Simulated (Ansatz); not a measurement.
## A rate constant, worked out

An elementary step of AlH2Br, singlet (AlH₂Br ([AlH2][Br]) → AlH + HBr; Al–Br, Al–H broken or loosened, Br–H formed or tightened). The start structure is the reactant molecule, and the electronic barrier above it is 3.062 eV by CCSD(T) at an estimated basis limit (MP2 extrapolated from triple and quadruple zeta, plus CCSD(T) − MP2 in triple zeta). Ansatz 0.2.0; basis: def2-TZVPP and def2-QZVPP; cores frozen in the correlated methods. Filled d shells of the heavier atoms are correlated. The def2 sets are not built for correlating such inner shells, so the correlated values are less sure here. Extrapolation: Hartree–Fock as exp(−7.88 √X), correlation as X^−2.97. Harmonic wavenumbers at PBE0-D4/def2-TZVP (Ansatz 0.2.0), in cm⁻¹:

Start: 414, 488, 589, 770, 1958, 1976.

Saddle: 455i, 253, 461, 599, 1277, 1828.

(1) Work out the transition-state-theory rate constant at 400 K from these numbers alone (harmonic vibrations; rotation, path degeneracy and anharmonicity left out), and the Wigner tunnelling factor. Use 1 cm⁻¹ = 1.2398 × 10⁻⁴ eV and k_B = 8.617 × 10⁻⁵ eV/K.

The T1 diagnostic stays at or below 0.012. The restricted Hartree–Fock reference is unstable towards an unrestricted one at one or more of these structures.

Results:

(1) Zero-point energies, half the sums: start 6195/2 cm⁻¹ = 0.3840 eV; saddle, real modes only, 4418/2 cm⁻¹ = 0.2739 eV.
Barrier with zero-point energy: 3.062 + 0.2739 − 0.3840 = 2.9519 eV.
k_BT = 0.03447 eV, so the barrier is 85.64 k_BT.
Vibrational partition functions from the zero-point level, ln q = −Σ ln(1 − exp(−hν/k_BT)): start 0.640, saddle 0.861.
k = (k_BT/h) exp(ln q‡ − ln q) exp(−E0/k_BT), with log₁₀(k_BT/h in s⁻¹) = 12.92: log₁₀ k = 12.92 + (0.221 − 85.64)/2.3026 = -24.18, so k ≈ 7 × 10^(-25) s⁻¹.
Wigner factor: 1 + (hν‡/k_BT)²/24 = 1 + (1.64)²/24 = 1.11. A change of 1 kcal/mol (0.043 eV) in the barrier would change k by a factor of 3.5 at this temperature.

Labels in which every atom is bracketed show which atoms are joined, not bond orders.

For scale, one of the runs: CCSD(T)/def2-TZVPP, 118 basis functions, launched by `ansatz run in.yaml --threads 2 --pin off --events-out ev --progress --plain --max-ram 4352MiB`. The run took about 4.1 s on 2 CPU threads of an Intel Xeon Platinum 8559C (shared host).
